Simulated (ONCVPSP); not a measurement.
# caesium (Cs): ONCV pseudisation with PBE, scalar-relativistic reference atom.

```
Element                 : Cs (Z = 55)
Generator               : ONCVPSP 4.0.1
Type                    : optimised norm-conserving Vanderbilt (ONCV)
Functional              : PBE
Relativity              : scalar-relativistic
Frozen core             : [Kr] 4d10
Valence charge          : 9
Reference configuration : 5s2 5p6 6s1
Partial waves           : 5s+6s: rc 3.10 bohr, ncon 4, nbas 8, qcut 4.9 1/bohr, 2 projectors; 5p: rc 2.10 bohr, ncon 5, nbas 8, qcut 3.8 1/bohr, 2 projectors, debl 2.7 Ha; d scattering state at 0.24 Ha: rc 2.45 bohr, ncon 4, nbas 6, qcut 4 1/bohr, 1 projector
Local potential         : polynomial inside 1.75 bohr (lpopt 5, dvloc0 2 Ha)
Core correction         : none
```

In the d channel the program set the typed energies aside and used 0.050 Ha.

Poles of the logarithmic derivatives, all-electron (AE) and pseudo (PS). s: poles at -0.9, 1.6 (AE) and -0.9, 1.6, 2.9 (PS) Ha. p: poles at 0.8 (AE) and 0.8 (PS) Ha. d: poles at 1.3 (AE) and 1.2, 4.4 (PS) Ha. Test radii: s 3.14, p 2.13, d 2.49 bohr.

- Cutoffs needed: 29 Ha and 41 Ha (the cutoffs (Ha) at which the residual kinetic energy of the hardest occupied pseudo-wave falls to 1 and 0.1 mHa per electron)
- Ghost test: no bound ghost flagged; no localised positive-energy state flagged
- Largest excitation error: -128 meV (all-electron minus pseudo) for 5s1 5p6 6s1, out of 4 test configurations
